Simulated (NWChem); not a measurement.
System: SrBr2; SMILES [Br][Sr][Br]

Input file for NWChem:

```
start job
memory heap 200 mb stack 900 mb global 1100 mb
geometry units angstroms noautoz
  Sr     0.000000     0.000000     0.414466
  Br     2.697580     0.000000    -0.247361
  Br    -2.697580     0.000000    -0.247361
end
basis spherical
  Sr library def2-tzvp
  Br library def2-tzvp
end
ecp
  Sr library def2-ecp
end
dft
  xc xcamb88 1.00 lyp 1.0 hfexch 1.00
  cam 0.33 cam_alpha 0.0 cam_beta 1.0
  iterations 150
  mulliken
end
task dft energy
```

All runs use the structure optimised with PBE-D3(BJ)/def2-SVP. def2 effective core potentials on Sr; no spin-orbit coupling.

Problem. Give the results of this calculation. (LC-BLYP (range parameter 0.33 per bohr)/def2-TZVP with def2 effective core potentials on Sr.) Quantities: energy (Ha); highest occupied level (eV); orbital gap (eV); dipole (D).

Solution. 
```yaml
energy (Ha): -5178.42
highest occupied level (eV): -9.85
orbital gap (eV): 8.71
dipole (D): 4.01
```
